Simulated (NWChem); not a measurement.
System: C3H6F2; SMILES CC(F)(C)F

Excerpt of the output:

```
             Northwest Computational Chemistry Package (NWChem) 7.3.0
             --------------------------------------------------------

 C2V symmetry detected

                             Geometry "geometry" -> ""
                             -------------------------

 Output coordinates in angstroms (scale by  1.889725989 to convert to a.u.)

  No.       Tag          Charge          X              Y              Z
 ---- ---------------- ---------- -------------- -------------- --------------
    1 C                    6.0000     1.27887300     0.00000000    -0.78124748
    2 C                    6.0000     0.00000000     0.00000000     0.01832652
    3 C                    6.0000    -1.27887300     0.00000000    -0.78124748
    4 F                    9.0000     0.00000000    -1.09051100     0.83914852
    5 F                    9.0000     0.00000000     1.09051100     0.83914852
    6 H                    1.0000     1.33336900     0.89490700    -1.41568548
    7 H                    1.0000     2.13153600     0.00000000    -0.08846048
    8 H                    1.0000     1.33336900    -0.89490700    -1.41568548
    9 H                    1.0000    -1.33336900     0.89490700    -1.41568548
   10 H                    1.0000    -2.13153600     0.00000000    -0.08846048
   11 H                    1.0000    -1.33336900    -0.89490700    -1.41568548

 Effective nuclear repulsion energy (a.u.)     199.3661774108

      Symmetry information
      --------------------

 Group name             C2v
 Group number             16
 Group order               4
 No. of unique centers     5

                                 NWChem DFT Module
                                 -----------------

 Summary of "ao basis" -> "ao basis" (spherical)
 ------------------------------------------------------------------------------
       Tag                 Description            Shells   Functions and Types
 ---------------- ------------------------------  ------  ---------------------
 C                           6-31g*                  6       14   3s2p1d
 F                           6-31g*                  6       14   3s2p1d
 H                           6-31g*                  2        2   2s

      Symmetry analysis of basis
      --------------------------

        a1         31
        a2         11
        b1         21
        b2         19

            General Information
            -------------------
          SCF calculation type: DFT
          Wavefunction type:  closed shell.
          No. of atoms     :    11
          No. of electrons :    42
           Alpha electrons :    21
            Beta electrons :    21
          Charge           :     0
          Spin multiplicity:     1
          Use of symmetry is: on ; symmetry adaption is: on
          Maximum number of iterations: 150
          AO basis - number of functions:    82
                     number of shells:    42
          Convergence on energy requested:  1.00D-06
          Convergence on density requested:  1.00D-05
          Convergence on gradient requested:  5.00D-04

              XC Information
              --------------
                          KT2 Method XC Functional
                        Slater Exchange Functional  1.072 local
                           KT1 gradient correction  1.000 non-local
            Perdew 1991 LDA Correlation Functional  0.577 local

             Grid Information
             ----------------
          Grid used for XC integration:  medium
          Radial quadrature: Mura-Knowles
          Angular quadrature: Lebedev.
          Tag              B.-S. Rad. Rad. Pts. Rad. Cut. Ang. Pts.
          ---              ---------- --------- --------- ---------
          C                   0.70       49          10.0       434
          F                   0.50       49           9.0       434
          H                   0.35       45          11.0       434
          Grid pruning is: on
          Number of quadrature shells:   237
          Spatial weights used:  Erf1

      Superposition of Atomic Density Guess
      -------------------------------------

 Sum of atomic energies:        -314.71482173

      Non-variational initial energy
      ------------------------------

 Total energy =    -317.062297
 1-e energy   =    -829.316937
 2-e energy   =     312.888462
 HOMO         =      -0.364167
 LUMO         =       0.153478

      Symmetry analysis of molecular orbitals - initial
      -------------------------------------------------

  Numbering of irreducible representations:

     1 a1          2 a2          3 b1          4 b2

  Orbital symmetries:

     1 a1          2 b2          3 a1          4 b1          5 a1
     6 a1          7 b2          8 a1          9 b1         10 a1
    11 b2         12 a1         13 b1         14 a2         15 b2
    16 a1         17 b2         18 a1         19 a2         20 b1
    21 b1         22 a1         23 b2         24 a1         25 b1
    26 b1         27 a2         28 a1         29 b2         30 a1
    31 b1

     ---------------------------------------------
      Total Density - Mulliken Population Analysis
     ---------------------------------------------

    Atom       Charge   Shell Charges
 -----------   ------   -------------------------------------------------------
    1 C    6     6.76   2.00  0.73  2.09  0.68  1.25  0.03
    2 C    6     4.82   2.00  0.65  1.36  0.34  0.38  0.10
    3 C    6     6.76   2.00  0.73  2.09  0.68  1.25  0.03
    4 F    9     9.52   2.00  0.94  3.42  1.02  2.12  0.01
    5 F    9     9.52   2.00  0.94  3.42  1.02  2.12  0.01
    6 H    1     0.77   0.46  0.31
    7 H    1     0.77   0.46  0.31
    8 H    1     0.77   0.46  0.31
    9 H    1     0.77   0.46  0.31
   10 H    1     0.77   0.46  0.31
   11 H    1     0.77   0.46  0.31

[...]
```

Level: KT2/6-31G* (spherical d). All runs use the structure optimised with PBE0/def2-SVP.

Question: Write an input that gives this output.

Answer: One answer among several that fit: the input that was run:
```
start job
memory heap 200 mb stack 900 mb global 1100 mb
geometry units angstroms noautoz
  C      1.278873     0.000000    -0.791699
  C      0.000000     0.000000     0.007875
  C     -1.278873     0.000000    -0.791699
  F      0.000000    -1.090511     0.828697
  F      0.000000     1.090511     0.828697
  H      1.333369     0.894907    -1.426137
  H      2.131536     0.000000    -0.098912
  H      1.333369    -0.894907    -1.426137
  H     -1.333369     0.894907    -1.426137
  H     -2.131536     0.000000    -0.098912
  H     -1.333369    -0.894907    -1.426137
end
basis spherical
  C library 6-31g*
  F library 6-31g*
  H library 6-31g*
end
dft
  xc kt2
  iterations 150
  mulliken
end
task dft energy
```
